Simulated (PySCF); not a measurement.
**Polarisability and C₆ of Ti⁺ (titanium, charge +1)**

[Ar] 3d2 4s1, high-spin 4F determinant. Calculation: PySCF 2.14, in aug-cc-pVTZ; no relativity, point nucleus. Coupled (time-dependent) response in atomic units; α is the mean over directions.

| method | mean α (bohr³) | C₆ (like pair) | S(−4) |
| --- | --- | --- | --- |
| UHF | 64.62 | 443.0 | 3879 |
| PBE | 47.50 | 300.5 | 1895 |
| PBE0 | 51.19 | 328.8 | 2275 |

S(−4) is the Cauchy moment in α(ω) = α(0) + S(−4) ω² + …

α(iu) at PBE0:

```json
{"u (hartree)": "0", "α(iu) (bohr³)": "51.19"}
{"u (hartree)": "0.0500", "α(iu) (bohr³)": "46.13"}
{"u (hartree)": "0.100", "α(iu) (bohr³)": "35.94"}
{"u (hartree)": "0.200", "α(iu) (bohr³)": "20.27"}
{"u (hartree)": "0.300", "α(iu) (bohr³)": "12.75"}
{"u (hartree)": "0.500", "α(iu) (bohr³)": "6.877"}
{"u (hartree)": "0.750", "α(iu) (bohr³)": "4.302"}
{"u (hartree)": "1.00", "α(iu) (bohr³)": "3.107"}
{"u (hartree)": "1.50", "α(iu) (bohr³)": "1.926"}
{"u (hartree)": "2.00", "α(iu) (bohr³)": "1.326"}
{"u (hartree)": "3.00", "α(iu) (bohr³)": "0.7380"}
{"u (hartree)": "5.00", "α(iu) (bohr³)": "0.3220"}
```

A single London oscillator, α(iu) = α/(1 + u²/ω²), gives C₆ = (3/4) ω α². Matching the computed C₆ needs ω = 4 × 328.8 / (3 × 51.19²) = 0.167 hartree.

For an ion, C₆ is the dispersion term alone; charge-induced terms of lower order in 1/R come first.
